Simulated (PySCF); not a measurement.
## A computed series [M(NH2)4]−

Computed with PySCF 2.14.0, PBE0, def2-SVP on the ligands, density fitting, scalar-relativistic core potentials, no spin-orbit coupling, vacuum. Each member is relaxed from one template within its symmetry. Distances are means of the shortest metal–ligand contacts, charges and spins Mulliken's; removal energies are rigid, with the ligand's formal charge and no counterpoise, so too large; for an anion taken off a cation in vacuum most of it is the attraction of opposite charges, and multiply charged cations can part far more cheaply with an electron moved from ligand to metal. lcecp potentials hold a fixed number of 4f electrons in the core, out of states, spins and gaps.

```
metal      basis on the metal  point group  M–NH2 (Å)  charge on M (e)  removal of one NH2 (eV)  strongest infrared band, degenerate modes summed (cm⁻¹)  unstable modes (below −25 cm⁻¹)
   Er  lcecp-1-SVP with ECP57          D2d      2.234             0.64                     5.32                                                        –                        not given
```

Task: Order these by the M–NH2 distance, lowest first.
A. Lu, lcecp-1-SVP with ECP60
B. Pr, lcecp-1-SVP with ECP48
C. La, lcecp-1-SVP with ECP46
D. Tb, lcecp-1-SVP with ECP54
E. Sm, lcecp-1-SVP with ECP51

Result: A (2.198), D (2.266), E (2.307), B (2.352), C (2.389).

Task: What else do they give?

Result: 
| metal | basis on the metal | point group | M–NH2 (Å) | charge on M (e) | removal of one NH2 (eV) | strongest infrared band, degenerate modes summed (cm⁻¹) | unstable modes (below −25 cm⁻¹) |
| --- | --- | --- | --- | --- | --- | --- | --- |
| La | lcecp-1-SVP with ECP46 | S4 | 2.389 | 0.74 | 4.98 | – | not given |
| Pr | lcecp-1-SVP with ECP48 | S4 | 2.352 | 0.70 | 5.01 | 442 | 0 |
| Sm | lcecp-1-SVP with ECP51 | S4 | 2.307 | 0.67 | 5.13 | – | not given |
| Tb | lcecp-1-SVP with ECP54 | S4 | 2.266 | 0.64 | 5.24 | – | not given |
| Lu | lcecp-1-SVP with ECP60 | S4 | 2.198 | 0.55 | 5.42 | – | not given |

From La to Lu the M–NH2 distance shrinks by 0.19 Å, the lanthanide contraction, and the energy to remove one NH2 rises by 0.45 eV.

Moved off a saddle point of the template and relaxed again: La, Pr, Sm, Tb, Lu. One start shape was tried for each, so a minimum needn't be the lowest isomer.
